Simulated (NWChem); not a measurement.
System: BBr3; SMILES BrB(Br)Br

Here is an NWChem input.

```
start job
memory heap 200 mb stack 900 mb global 1100 mb
geometry units angstroms
  B      0.000000     0.000000    -0.002844
  Br    -1.882973    -0.248280    -0.002836
  Br     0.726470     1.754842    -0.002836
  Br     1.156503    -1.506563    -0.002836
end
basis spherical
  * library 6-31g*
end
dft
  xc hfexch
  iterations 150
end
driver
  maxiter 120
end
task dft optimize
task dft freq
```

This build's default masses of Se (78.918 u) and Br (79.917 u) are each other's, which moves their modes by up to 0.6 %.

The level has its own optimisation; frequencies are unscaled.

Problem. Predict the main results of this run. (Hartree-Fock/6-31G* (spherical d).) Quantities: r B–Br (Å); highest harmonic frequency (cm⁻¹); lowest (cm⁻¹); zero-point energy (kcal/mol).

Solution. 
```yaml
r B–Br (Å): 1.910
highest harmonic frequency (cm⁻¹): 860
lowest (cm⁻¹): 162
zero-point energy (kcal/mol): 3.9
```
